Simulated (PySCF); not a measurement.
C5H13GaO, singlet, geometry from GFN2-xTB (such geometries of metal compounds can be far from the true shape), atoms displaced at random by about 0.08 Å a coordinate; PySCF with PBE/STO-3G, gradient.

PySCF was given this input:
```python
from pyscf import gto, scf, dft

mol = gto.M(
    atom='''
Ga   -0.00775542    0.47180012    0.94517773
C    -0.94885345   -1.12226482    2.12589408
H    -2.04475590   -1.45970059    1.71046601
H    -1.05870742   -0.77022506    3.19853272
H    -0.10867723   -1.92899725    2.00917757
C     0.18072464    2.47936867    1.30943005
H     1.27028657    2.80882773    0.94320268
H     0.01848934    2.60020509    2.30900852
H    -0.46413209    3.05937233    0.64951479
O     0.53289693    0.15987806   -0.73766637
C     0.54667746   -0.72233318   -1.76493221
C    -0.32015020   -0.34644132   -2.85400752
C     0.35023968   -2.20750488   -1.49121541
H     1.75386221   -0.47015517   -2.20787209
H    -1.30660467   -0.30269685   -2.60064069
H    -0.31130655   -0.73827423   -3.88552186
H    -0.18564400    0.86527470   -3.22326716
H     1.04388567   -2.49744248   -0.80777095
H    -0.69726354   -2.18306250   -0.99656792
H     0.48523917   -2.84148092   -2.26533278
''',
    basis='sto-3g',
    verbose=4,
)

mf = dft.RKS(mol)
mf.xc = 'pbe'
mf.kernel()
g = mf.nuc_grad_method()
grad = g.kernel()
```

What the program printed (banner, timings and long lists left out):

```
PySCF version 2.14.0

[INPUT] verbose = 4
[INPUT] num. atoms = 20
[INPUT] num. electrons = 82
[INPUT] charge = 0
[INPUT] spin (= nelec alpha-beta = 2S) = 0
[INPUT] symmetry False subgroup None
[INPUT] Mole.unit = angstrom
[INPUT] Symbol           X                Y                Z      unit          X                Y                Z       unit  Magmom
[...]
nuclear repulsion = 543.936111064849
number of shells = 39
number of NR pGTOs = 183
number of NR cGTOs = 61
basis = sto-3g
ecp = {}

******** <class 'pyscf.dft.rks.RKS'> ********
method = RKS
initial guess = minao
damping factor = 0
level_shift factor = 0
DIIS = <class 'pyscf.scf.diis.CDIIS'>
diis_start_cycle = 1
diis_space = 8
diis_damp = 0
SCF conv_tol = 1e-09
SCF conv_tol_grad = None
SCF max_cycles = 50
direct_scf = True
direct_scf_tol = 1e-13
XC library pyscf.dft.libxc version 7.1.2
    S. Lehtola, C. Steigemann, M. J. T. Oliveira, and M. A. L. Marques,  SoftwareX 7, 1–5 (2018)
XC functionals = pbe
    J. P. Perdew, K. Burke, and M. Ernzerhof,  Phys. Rev. Lett. 77, 3865 (1996)
    J. P. Perdew, K. Burke, and M. Ernzerhof,  Phys. Rev. Lett. 78, 1396 (1997)
    J. P. Perdew, K. Burke, and M. Ernzerhof,  Phys. Rev. Lett. 77, 3865 (1996)
    J. P. Perdew, K. Burke, and M. Ernzerhof,  Phys. Rev. Lett. 78, 1396 (1997)
radial grids:
    Treutler-Ahlrichs [JCP 102, 346 (1995); DOI:10.1063/1.469408] (M4) radial grids

becke partition: Becke, JCP 88, 2547 (1988); DOI:10.1063/1.454033
pruning grids: <function nwchem_prune>
grids dens level: 3
symmetrized grids: False
atomic radii adjust function: <function treutler_atomic_radii_adjust>
small_rho_cutoff = 0
Set gradient conv threshold to 3.16228e-05
Initial guess from minao.
tot grids = 233080
init E= -2169.64220056423
[...]
cycle= 1 E= -2171.25573968838  delta_E= -1.61  |g|= 0.841  |ddm|= 5.25
[...]
cycle= 2 E= -2123.02550696962  delta_E= 48.2  |g|= 5.71  |ddm|= 10.6
[...]
cycle= 3 E= -2169.42998968104  delta_E= -46.4  |g|= 2.41  |ddm|= 10.3
[...]
cycle= 4 E= -2171.46572608267  delta_E= -2.04  |g|= 0.549  |ddm|=  3.2
[...]
cycle= 5 E= -2171.55606268948  delta_E= -0.0903  |g|= 0.36  |ddm|= 0.984
[...]
cycle= 6 E= -2171.58081981425  delta_E= -0.0248  |g|= 0.247  |ddm|= 0.443
[...]
cycle= 7 E= -2171.55014058119  delta_E= 0.0307  |g|= 0.318  |ddm|= 0.557
[...]
cycle= 8 E= -2171.56896207077  delta_E= -0.0188  |g|= 0.273  |ddm|= 0.263
[...]
cycle= 9 E= -2171.56625692135  delta_E= 0.00271  |g|= 0.282  |ddm|= 0.146
[...]
cycle= 10 E= -2171.55989936029  delta_E= 0.00636  |g|= 0.304  |ddm|= 0.103
[...]
cycle= 11 E= -2170.42583309335  delta_E= 1.13  |g|= 1.34  |ddm|= 3.29
[...]
cycle= 12 E= -2171.55731826068  delta_E= -1.13  |g|= 0.298  |ddm|= 3.29
[...]
cycle= 13 E= -2171.51972295445  delta_E= 0.0376  |g|= 0.54  |ddm|= 1.47
[...]
cycle= 14 E= -2170.22732746544  delta_E= 1.29  |g|=  1.6  |ddm|= 3.18
[...]
cycle= 15 E= -2170.16002502035  delta_E= 0.0673  |g|= 1.68  |ddm|= 0.169
[...]
cycle= 16 E= -2170.02040082376  delta_E= 0.14  |g|= 1.85  |ddm|= 0.245
[...]
cycle= 17 E= -2169.98992647477  delta_E= 0.0305  |g|= 1.88  |ddm|= 0.0769
[...]
cycle= 18 E= -2169.98214615824  delta_E= 0.00778  |g|= 1.89  |ddm|= 0.128
[...]
cycle= 19 E= -2169.97545396505  delta_E= 0.00669  |g|=  1.9  |ddm|= 0.103
[...]
cycle= 20 E= -2169.97659706681  delta_E= -0.00114  |g|= 1.89  |ddm|= 0.0123
[...]
cycle= 21 E= -2171.26034245886  delta_E= -1.28  |g|= 0.739  |ddm|= 3.79
[...]
cycle= 22 E= -2171.5188176927  delta_E= -0.258  |g|= 0.358  |ddm|= 1.44
[...]
cycle= 23 E= -2168.42094289286  delta_E=  3.1  |g|= 3.25  |ddm|= 4.06
[...]
cycle= 24 E= -2169.14505930612  delta_E= -0.724  |g|= 2.72  |ddm|= 2.94
[...]
cycle= 25 E= -2168.01813105985  delta_E= 1.13  |g|=  3.5  |ddm|= 2.38
[...]
cycle= 26 E= -2169.35797636635  delta_E= -1.34  |g|= 2.54  |ddm|= 1.66
[...]
cycle= 27 E= -2169.24501812986  delta_E= 0.113  |g|= 2.65  |ddm|= 0.453
[...]
cycle= 28 E= -2169.28083406027  delta_E= -0.0358  |g|=  2.6  |ddm|= 0.897
[...]
cycle= 29 E= -2167.45340950919  delta_E= 1.83  |g|= 3.79  |ddm|= 2.94
[...]
cycle= 30 E= -2169.86530243419  delta_E= -2.41  |g|= 2.05  |ddm|= 2.11
[...]
cycle= 31 E= -2171.03601838708  delta_E= -1.17  |g|= 1.04  |ddm|= 4.22
[...]
cycle= 32 E= -2171.39276512335  delta_E= -0.357  |g|= 0.572  |ddm|= 2.06
[...]
cycle= 33 E= -2169.45266487858  delta_E= 1.94  |g|= 2.62  |ddm|= 3.96
[...]
cycle= 34 E= -2169.44872890922  delta_E= 0.00394  |g|= 2.67  |ddm|= 0.857
[...]
cycle= 35 E= -2169.52994369219  delta_E= -0.0812  |g|= 2.59  |ddm|= 0.801
[...]
cycle= 36 E= -2168.14450421849  delta_E= 1.39  |g|= 3.28  |ddm|= 3.02
[...]
cycle= 37 E= -2168.88323648317  delta_E= -0.739  |g|= 3.02  |ddm|=  2.9

WARN: HOMO 0.166515476936195 == LUMO 0.167416556118151

cycle= 38 E= -2166.43585771776  delta_E= 2.45  |g|= 4.31  |ddm|= 2.18
[...]
cycle= 39 E= -2165.56643341044  delta_E= 0.869  |g|= 4.55  |ddm|= 3.01
[...]
cycle= 40 E= -2170.39455168223  delta_E= -4.83  |g|= 1.81  |ddm|= 4.11
[...]
cycle= 41 E= -2170.43207741162  delta_E= -0.0375  |g|= 1.51  |ddm|= 4.99
[...]
cycle= 42 E= -2169.23989731048  delta_E= 1.19  |g|= 2.57  |ddm|= 4.67
[...]
cycle= 43 E= -2171.55799022344  delta_E= -2.32  |g|= 0.302  |ddm|= 3.46
[...]
cycle= 44 E= -2169.30777044852  delta_E= 2.25  |g|= 2.61  |ddm|= 3.54
[...]
cycle= 45 E= -2169.50536546648  delta_E= -0.198  |g|= 2.42  |ddm|= 0.552
[...]
cycle= 46 E= -2169.79510863622  delta_E= -0.29  |g|= 2.12  |ddm|= 1.08
[...]
cycle= 47 E= -2170.01845721071  delta_E= -0.223  |g|= 1.87  |ddm|= 0.288
[...]
cycle= 48 E= -2171.58033063417  delta_E= -1.56  |g|= 0.233  |ddm|= 3.26
[...]
cycle= 49 E= -2170.29098653812  delta_E= 1.29  |g|= 1.51  |ddm|= 3.24
[...]
cycle= 50 E= -2171.52928160228  delta_E= -1.24  |g|= 0.384  |ddm|= 3.33
SCF not converged.
SCF energy = -2171.52928160228

WARN: Ground state RKS not converged

******** <class 'pyscf.grad.rks.Gradients'> for <class 'pyscf.dft.rks.RKS'> ********
unit = Eh/Bohr
grid_response = False
--------------- RKS gradients ---------------
         x                y                z
0 Ga     0.0201500623     0.0096750943     0.0228395007
1 C     0.0012033099     0.0006039203     0.0293879358
2 H    -0.0744353450    -0.0189657656    -0.0198137789
3 H    -0.0072780164     0.0104431626     0.0320785441
4 H     0.0477734442    -0.0247564780    -0.0113548673
5 C    -0.0735509491     0.0476155675     0.1062461175
6 H     0.0466563935     0.0159680493    -0.0281718338
7 H     0.0093534283    -0.0197065106    -0.0697329685
8 H     0.0157480848    -0.0028171418    -0.0012371081
9 O     0.0299981804    -0.0761899207    -0.1322180321
10 C    -0.1465422153     0.0425716864     0.0711612766
11 C    -0.0022475665    -0.1382665244     0.1227829788
12 C     0.0852053655    -0.0637589802    -0.0638555526
13 H     0.0579977315     0.0272300986    -0.0173854912
14 H     0.0859596740     0.0075658529    -0.0294077993
15 H    -0.0159934263     0.0266206904    -0.0083702754
16 H    -0.0020118219     0.0622385295    -0.0318048672
17 H    -0.0547645124     0.0250108593    -0.0687964247
18 H    -0.0267745784     0.0209576027     0.0170557708
19 H     0.0035725387     0.0479392737     0.0805633562
----------------------------------------------
```

Convergence was not reached.
